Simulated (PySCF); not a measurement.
GaF2Br, SMILES [F][Ga]([F])[Br].

The structure is a stationary point at PBE0-D3(BJ)/def2-SVP. The structure was generated by enumeration; whether it is a known compound was not checked.

Two levels are set side by side: PBE/def2-TZVPD (PySCF) and PBE0/def2-TZVPD (PySCF). Same geometry, gas phase. Differences are taken from unrounded values.

```tsv
quantity	PBE0
orbital gap (eV)	7.08
highest occupied level (eV)	-9.45
lowest empty level (eV)	-2.37
dipole moment (D)	1.44
mean polarisability (bohr³)	46.0
```

What does PBE give, and how far is it from PBE0? (Estimate from the structure and the level; the computed values follow.)


```tsv
quantity	PBE	PBE minus PBE0
orbital gap (eV)	4.79	-2.28
highest occupied level (eV)	-8.10	1.34
lowest empty level (eV)	-3.31	-0.94
dipole moment (D)	1.40	-0.04
mean polarisability (bohr³)	49.3	3.3
```

Without exact exchange PBE keeps part of each electron's self-repulsion, which lifts occupied levels and narrows the gap. PBE's more diffuse valence density responds more strongly to a field. Differences between two approximate levels are no errors against the true value.

Rough cost on one machine, each run with all the roots and properties that it gave: PBE0 against PBE within a factor of 2.
